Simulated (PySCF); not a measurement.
## Property card for `FC(C([O-])=O)(C(F)(F)F)F`

C₃F₅O₂ (charge -1).
Z-matrix (Å and degrees, PBE0-D3(BJ)/def2-SVP geometry), rows numbered from 1:
```
O 
C   1  1.2331
O   2  1.2396  1  133.23
C   2  1.5751  1  114.47  3  -178.19
F   4  1.3555  2  112.84  1   -20.39
F   4  1.3656  2  110.41  1    98.70
C   4  1.5347  2  114.79  1  -141.71
F   7  1.3498  4  110.65  2   170.21
F   7  1.3333  4  110.99  2    52.12
F   7  1.3247  4  113.09  2   -70.48
```

Structural features include: carboxylate, CF3 group and C–F bond.

PBE0-D3(BJ)/def2-SVP geometry optimisation, gas phase (PySCF):

| Item | Value |
| --- | --- |
| Point group | C1 |
| Rotational constants A, B, C | 1.983, 1.216, 1.075 GHz |

PBE0/pcSseg-1 ground state and GIAO shieldings, non-relativistic (PySCF):

| Property | Result |
| --- | --- |
| HOMO energy | -2.20 eV |
| LUMO energy | 5.55 eV |
| HOMO–LUMO gap | 7.75 eV |
| Lowest Hirshfeld atomic charge | -0.42 e on O3 |
| Highest Hirshfeld atomic charge | +0.22 e on C7 |
| 13C chemical shifts (computed TMS as zero) by class | 161.2 (C2), 127.8 (C7), 110.6 (C4) ppm |
| Isotropic shieldings of nuclei other than C and H, by class | -1 (O1/O3), 273 (F8/F9/F10), 317 (F5/F6) ppm |
| Mayer bond orders between heavy atoms | O1–C2 1.78, C2–O3 1.75, C2–C4 0.79, C4–F5 0.93, C4–F6 0.90, C4–C7 0.89, C7–F8 0.97, C7–F9 1.01, C7–F10 1.03 |

From B3LYP/pcJ-1 indirect spin-spin coupling, non-relativistic, gas phase (PySCF):

| Quantity | Value |
| --- | --- |
| Largest of the computed one-bond spin–spin couplings (means over like bonds) | 19F–13C -351.3 (F8–C7 and 2 like it), 19F–13C -325.9 (F5–C4 and 1 like it) Hz |

Monoisotopic mass of the ion (most abundant isotopes, electron mass counted): 162.9824 u.

The rotational constants make it an asymmetric top with κ = (2B − A − C)/(A − C) = -0.69, nearer the prolate limit (−1). With B = h/(8π²I), that is 505.379 GHz u Å² over I, the principal moments of inertia are 254.8, 415.5 and 470.0 u Å² (most abundant isotopes); the inertial defect Ic − Ia − Ib is -200.3 u Å² (zero for a rigid planar frame, negative otherwise).

 NMR classes are plain means over equivalent atoms (diastereotopic ones count apart unless rotation or inversion swaps them), as if these changed places fast; in this geometry the members of some classes differ. No diffuse functions stand in pcJ-1 and pcSseg-1, which bears on an anion's orbital energies.

One conformer stands for the species.
